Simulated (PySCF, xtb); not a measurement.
ReOBr3, SMILES [O]=[Re]([Br])([Br])[Br] (connectivity only; charge and spin as stated), neutral, multiplicity 3.

Harmonic wavenumbers (cm⁻¹) from GFN2-xTB run with xtb 6.7.1 at its own minimum, in rising order: 52, 53, 84, 150, 150, 234, 234, 239, 911.

Task: What does PBE0-D3(BJ)/def2-SVP (PySCF 2.14.0) give at its own minimum? (An estimate is asked for; the answer gives what the named calculation found.)

Result: 51, 51, 86, 192, 192, 262, 293, 293, 1044. Paired by order, the mean absolute difference is 40 cm⁻¹ and the zero-point energies are 3.0 and 3.5 kcal/mol.
